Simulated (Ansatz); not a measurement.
Compare A (`[CH3][GeH2][SH]`) with its isomer B (`S[CH2][GeH3]`).

Program: Ansatz. Geometries: PBE0-D4/def2-TZVP. ΔE: electronic, gas phase. CCSD(T)/CBS adds triple-zeta CCSD(T) − MP2 to the extrapolated MP2 energy (def2 sets, frozen cores). Functionals use def2-TZVPP. B3LYP here is the variant with VWN-RPA as its local correlation; programs differ in this. For Ge outer-core shells are correlated without core-valence functions, which leaves a few kJ/mol of doubt a bond. Scalar relativity is left out up to krypton. One conformer a species, not always the lowest.

**Question.** Which isomer does CCSD(T)/CBS put lower? Give the gap. (An estimate is asked.)

**Answer.** Ansatz gave: A, by 25.6 kcal/mol.

**Question.** Give E(B) − E(A) in kcal/mol with MP2/def2-TZVPP, r2SCAN-D4, B3LYP-D4, HF/def2-TZVPP, LDA (SPW92), CCSD(T)/def2-SVP, ωB97M-V. (An estimate is asked.)

**Answer.** The calculation gave: MP2/def2-TZVPP 26.7, r2SCAN-D4 26.7, B3LYP-D4 26.0, HF/def2-TZVPP 27.6, LDA (SPW92) 24.0, CCSD(T)/def2-SVP 24.5, ωB97M-V 25.9. None reverses the order clearly.

**Question.** Does the order hold for the free energy at 298.15 K (harmonic terms from PBE0-D4)? (An estimate is asked.)

**Answer.** Ansatz gave: Yes: G(B) − G(A) = +24.8 kcal/mol, for one conformer each.

Largest T1 diagnostic: 0.011.

At CCSD(T), def2-SVP lies −1.1 kcal/mol from the extrapolated value and def2-TZVPP +0.4 kcal/mol. In def2-TZVPP, CCSD(T) changes the Hartree–Fock value by −1.5 kcal/mol (the triples alone add −0.2 kcal/mol) and MP2 by −0.8 kcal/mol.
